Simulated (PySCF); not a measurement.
Species: C5H6F2NOS (charge +1).
Cartesian coordinates in Å at the GFN2-xTB level; atoms count from 1:
```xyz
16
C5H6F2NOS angstrom
C     -0.9436    0.0821    1.8855
N     -1.0123    0.2570    0.4564
C     -2.0826    0.6520   -0.2179
S     -1.8287    0.7535   -1.8784
C     -0.2055    0.2425   -1.6747
C      0.0637    0.0202   -0.3593
O      1.1969   -0.3880    0.2615
C      2.3027   -0.6392   -0.5107
F      2.0384   -1.5891   -1.4187
F      2.6556    0.4548   -1.2001
H     -1.9042    0.3223    2.3340
H     -0.6770   -0.9499    2.1175
H     -0.1714    0.7321    2.2989
H     -3.0169    0.8826    0.2619
H      0.4539    0.1332   -2.5149
H      3.1234   -0.9571    0.1475
```

Mayer bond orders were computed from the PBE0/pcSseg-1 density (PySCF). One conformer (not necessarily the lowest) at the GFN2-xTB geometry, without solvent, vibrations or thermal averaging.

Task: The orders 0.87, 0.96, 1.02, 1.19, 1.32, 1.52 belong to the bonds C1–N2, C3–S4, S4–C5, C5–C6, C6–N2, O7–C8, in another order. Match them.

Result: C1–N2 0.87; O7–C8 0.96; C6–N2 1.02; S4–C5 1.19; C3–S4 1.32; C5–C6 1.52.

Task: Set the orders of all bonds between heavy atoms beside their lengths and the difference of the IAO charges at their ends.

Result: 
| bond | Mayer order | length (Å) | q(first) − q(second) (e) |
| --- | --- | --- | --- |
| C5–C6 | 1.516 | 1.361 | -0.635 |
| N2–C3 | 1.352 | 1.325 | +0.163 |
| C3–S4 | 1.318 | 1.683 | -0.731 |
| S4–C5 | 1.189 | 1.714 | +0.919 |
| C6–N2 | 1.025 | 1.371 | +0.284 |
| C6–O7 | 1.024 | 1.355 | +0.593 |
| C8–F9 | 0.994 | 1.340 | +0.879 |
| C8–F10 | 0.994 | 1.340 | +0.879 |
| O7–C8 | 0.958 | 1.372 | -0.910 |
| C1–N2 | 0.871 | 1.441 | -0.323 |

The Mayer order sums products of elements of PS (density times overlap matrix) between the two atoms' basis functions, so it depends on the basis set.
